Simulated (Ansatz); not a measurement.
`[SiH3]B([SiH3])[SiH3]` + `[OH][In]([Cl])[O][SiH3]` → `[SiH3][O][In]([Cl])[O][SiH3]` + `[SiH3]B[SiH3]`  (cleavage of the Si–B bond)

Program: Ansatz. Geometries: PBE0-D4/def2-TZVP. ΔE: electronic, gas phase. CCSD(T)/CBS is the MP2 limit (def2-TZVPP, def2-QZVPP) plus CCSD(T) − MP2 in def2-TZVPP, frozen cores. Functionals use def2-TZVPP. def2 core potentials past Kr. For In outer-core shells are correlated without core-valence functions, which leaves a few kJ/mol of doubt a bond. Each species was taken in one conformer, which may not be the lowest.

`[SiH3]B([SiH3])[SiH3]`:

Z-matrix (Å, degrees):
```
Si
B 1 1.999
H 1 1.489 2 113.4
H 1 1.488 2 114.9 3 125.9
H 1 1.496 2 103.6 3 -116.4
Si 2 2.000 1 122.0 3 -156.0
Si 2 1.999 1 119.0 3 27.7
H 6 1.488 2 114.9 1 30.4
H 6 1.489 2 113.5 1 156.4
H 6 1.496 2 103.6 1 -87.2
H 7 1.497 2 102.7 1 -91.9
H 7 1.489 2 114.5 1 24.8
H 7 1.489 2 114.5 1 151.4
```

`[OH][In]([Cl])[O][SiH3]`:

```xyz
9

O     1.327    1.985    0.854
In    1.093    1.006   -0.832
Cl    2.191    1.573   -2.754
O    -0.138   -0.528   -0.877
Si   -1.089   -1.243    0.240
H     0.787    1.606    1.555
H    -0.972   -0.546    1.560
H    -2.513   -1.193   -0.182
H    -0.686   -2.661    0.434
```

`[SiH3][O][In]([Cl])[O][SiH3]`:

Cartesian coordinates in Å:
```
Si -2.714 -0.639 0.339
O -1.137 -0.228 0.184
In 0.347 -0.742 -0.983
Cl 0.100 -2.293 -2.650
O 2.060 0.132 -0.663
Si 2.607 1.252 0.401
H -2.858 -2.063 0.752
H -3.322 0.233 1.376
H -3.447 -0.454 -0.945
H 2.470 0.770 1.804
H 1.851 2.528 0.273
H 4.041 1.503 0.110
```

`[SiH3]B[SiH3]`:

Cartesian coordinates in Å:
```
Si -0.828 1.466 -0.598
B -0.618 -0.292 0.344
Si 1.056 -1.397 0.352
H -0.488 2.497 0.430
H -2.222 1.724 -1.054
H 0.092 1.654 -1.752
H -1.519 -0.652 1.047
H 1.785 -0.987 1.592
H 1.955 -1.153 -0.807
H 0.788 -2.859 0.447
```

| level | ΔE (kJ/mol) | difference from CCSD(T)/CBS |
| --- | --- | --- |
| BLYP-D4 | -89.3 | 10.5 |
| r2SCANh-D4 | -92.1 | 7.7 |
| B2PLYP | -105.9 | -6.1 |
| PBE | -72.8 | 27.0 |
| revPBE | -74.7 | 25.1 |
| r2SCANh | -92.8 | 7.0 |
| HF/def2-TZVPP | -137.4 | -37.6 |
| CCSD/def2-TZVPP | -106.6 | -6.8 |
| CCSD(T)/def2-TZVPP | -101.2 | -1.4 |
| SCS-MP2/def2-QZVPP | -113.7 | -13.9 |
| CCSD(T)/CBS | -99.8 | 0 |

Largest T1 diagnostic among the species: 0.015.

Leaving LDA and LC-ωPBE aside and taking each functional with its dispersion term where it has one, the values, not all of them listed here, spread over 42.7 kJ/mol, from BHLYP-D4 to revPBE-D4. LDA lies +4.8 kJ/mol from PBE without D4. From BLYP to BHLYP (50 % exact exchange), in def2-TZVPP and without D4, ΔE moves by −21.3 kJ/mol.
